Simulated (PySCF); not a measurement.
InCl2, SMILES [Cl][In][Cl], multiplicity 2. Geometry optimised at PBE-D3(BJ)/def2-TZVP. The multiplicity is an assumed one; other spin states were not compared. The isomer is the one that the SMILES or the coordinates give; other isomers of the formula were not compared. The def2 effective core potentials stand for the cores of In; spin–orbit coupling is left out.

### Question
Give the equilibrium geometry at PBE-D3(BJ)/def2-TZVP (PySCF confirms it by a frequency run) as bond lengths and angles, and its point group. (An estimate is asked for; the answer gives what the named calculation found.)

### Answer
point group C2v.
Atoms: In1 Cl2 Cl3. Bonds (Å): In1–Cl2 2.385, In1–Cl3 2.385. Angles (°): Cl2–In1–Cl3 120.9.
Charge 0, spin multiplicity 2.
